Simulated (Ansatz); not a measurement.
Gas-phase reaction R1 → P1 + P2, each structure at its B3LYP-D3(BJ)/def2-TZVP stationary point, reached from a drawn start (curvature not checked).
R1, Cl3Ti (SMILES [Cl][Ti]([Cl])[Cl]) (charge 0, multiplicity 2):
```xyz
4

Ti     0.00000     0.00000     0.00000
Cl     2.20204     0.00000     0.00000
Cl    -1.10102     1.90701     0.00000
Cl    -1.10102    -1.90701     0.00000
```
P1, Cl2Ti (SMILES [Cl][Ti][Cl]) (charge 0, multiplicity 3):
```xyz
3

Ti     0.00000     0.00000     0.00000
Cl     0.00000     0.00000     2.24913
Cl     0.00000     0.00000    -2.24913
```
P2: Cl atom, charge 0, multiplicity 2.

P less R. No zero-point or thermal terms; open shells are unrestricted; no spin–orbit coupling. The spin states of the d-block species are the ones drawn and need not be the lowest.

Frozen-core correlation throughout.

Codes used: Ansatz (a program for electronic structure) with Gaussian orbitals. No computed number here is a measurement.

Total energies in hartree:

```csv
structure,PBE/def2-TZVPP,B3LYP/def2-TZVPP,CCSD(T)/def2-TZVPP
R1,-2229.535082,-2230.376324,-2227.938903
P1,-1769.397040,-1770.048198,-1768.115846
P2,-459.958430,-460.167005,-459.664645
```

Work out the reaction energy at each level in kcal/mol (1 hartree = 627.50947 kcal/mol), and say how far PBE/def2-TZVPP lies from CCSD(T)/def2-TZVPP.


- PBE/def2-TZVPP: (-1769.397040) + (-459.958430) − (-2229.535082) = 0.179612 hartree = 112.71 kcal/mol
- B3LYP/def2-TZVPP: (-1770.048198) + (-460.167005) − (-2230.376324) = 0.161121 hartree = 101.10 kcal/mol
- CCSD(T)/def2-TZVPP: (-1768.115846) + (-459.664645) − (-2227.938903) = 0.158412 hartree = 99.41 kcal/mol
PBE/def2-TZVPP less CCSD(T)/def2-TZVPP: 13.30 kcal/mol. CCSD(T)/def2-TZVPP is the level counted from, the highest shown, and no exact or measured value.
